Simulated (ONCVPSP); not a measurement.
## What the settings do to the ONCV potential of Rb (Z = 37)

Base potential:

```
Element                 : Rb
Generator               : ONCVPSP 4.0.1
Type                    : optimised norm-conserving Vanderbilt (ONCV)
Functional              : PBEsol
Relativity              : fully relativistic
Frozen core             : [Ar] 3d10
Valence charge          : 9
Reference configuration : 4s2 4p6 5s1
Partial waves           : 4s+5s: rc 2.30 bohr, ncon 4, nbas 8, qcut 5 1/bohr, 2 projectors; 4p: rc 1.55 bohr, ncon 3, nbas 7, qcut 5.5 1/bohr, 1 projector; d scattering state at 0.22 Ha: rc 1.95 bohr, ncon 4, nbas 8, qcut 5.6 1/bohr, 2 projectors, debl 2.3 Ha
Local potential         : polynomial inside 1.50 bohr (lpopt 3, dvloc0 0 Ha)
Core correction         : none
```

Open shells are filled in proportion to 2j + 1.

All-electron outer shells of the reference configuration (PBEsol, scalar-relativistic, ld1.x):

```tsv
shell	level (eV)	outermost node (bohr)	outermost maximum (bohr)
3d	-103.99	–	0.39
4s	-31.91	0.62	1.25
4p	-15.98	0.64	1.42
5s	-2.22	1.79	4.43
```

Cutoffs, loose and tight: the cutoffs (Ha) at which the residual kinetic energy of the hardest occupied pseudo-wave falls to 1 and 0.1 mHa per electron. They do not see the model core or the augmentation charge, which bear on the density cutoff. Test errors are all-electron minus pseudo excitation energies from the reference, over the configurations 4s2 4p6 5s0; 4s2 4p6 5s0.5; 4s2 4p6 5s0 5p1; 4s1 4p6 5s1. A dash means not determined; rows that change the core or the reference have their own tests.

```tsv
change	outcome	cutoff, loose	cutoff, tight	bound ghosts	GHOST(+) flags above zero	largest test error (meV)
base	generated	13 Ha	44 Ha	none	none	-90
s: qcut 3.3; p: qcut 3.6; d: qcut 3.7	generated	21 Ha	68 Ha	none	none	-170
s: qcut 3.8; p: qcut 4.1; d: qcut 4.2	generated	21 Ha	68 Ha	none	none	-147
s: qcut 4.2; p: qcut 4.6; d: qcut 4.7	generated	14 Ha	66 Ha	none	none	-127
s: qcut 4.4; p: qcut 4.9; d: qcut 5	generated	12 Ha	63 Ha	none	none	-118
s: qcut 5.1; p: qcut 5.6; d: qcut 5.7	generated	13 Ha	40 Ha	none	none	-86
s: qcut 5.8; p: qcut 6.4; d: qcut 6.5	generated	15 Ha	19 Ha	none	none	-63
s: qcut 6.3; p: qcut 7; d: qcut 7.1	generated	17 Ha	21 Ha	none	none	-49
s: qcut 7.3; p: qcut 8; d: qcut 8.2	generated	19 Ha	24 Ha	none	none	-27
```

Question: What comes out with this change to the base: s: qcut 5.4; p: qcut 5.9; d: qcut 6?

Answer: outcome: generated; cutoff, loose: 14 Ha; cutoff, tight: 25 Ha; bound ghosts: none; GHOST(+) flags above zero: none; largest test error (meV): -75.

Question: What comes out with this change to the base: s: qcut 6.9; p: qcut 7.5; d: qcut 7.7?

Answer: outcome: generated; cutoff, loose: 18 Ha; cutoff, tight: 23 Ha; bound ghosts: none; GHOST(+) flags above zero: none; largest test error (meV): -36.
